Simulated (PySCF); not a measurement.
One ligand Y is varied and pulled off as a radical: Cd(CH3)1–Y. Gas-phase values, no solvent. One relaxed conformer stands for each flexible species; it need not be the lowest. Multiplicities are imposed; where one is given, others were not computed. Strings in code marks are SMILES.

The HOMO from two functionals at the same geometries (r2SCAN-D4/def2-SVP), both in PySCF: PBE-D3(BJ)/def2-TZVP and B3LYP-D3(BJ)/def2-TZVP. B3LYP has the VWN-RPA correlation part, as in Gaussian. 

```
species                   PBE-D3(BJ)/def2-TZVP (eV)  B3LYP-D3(BJ)/def2-TZVP (eV)
------------------------  -------------------------  ---------------------------
Y = F                                         -7.38                        -8.31
Y = Br ([Cd(CH3)(Br)])                        -6.65                        -7.62
Y = OH ([Cd(CH3)(OH)])                        -6.00                        -7.34
Y = NH2 ([Cd(CH3)(NH2)])                      -5.17                        -6.24
```

Over these rows, drawn at random from the members with no instability flagged (it was tested for open shells, ions and some series alone), PBE minus B3LYP-D3(BJ): mean +1.08 eV, from +0.93 eV to +1.34 eV.
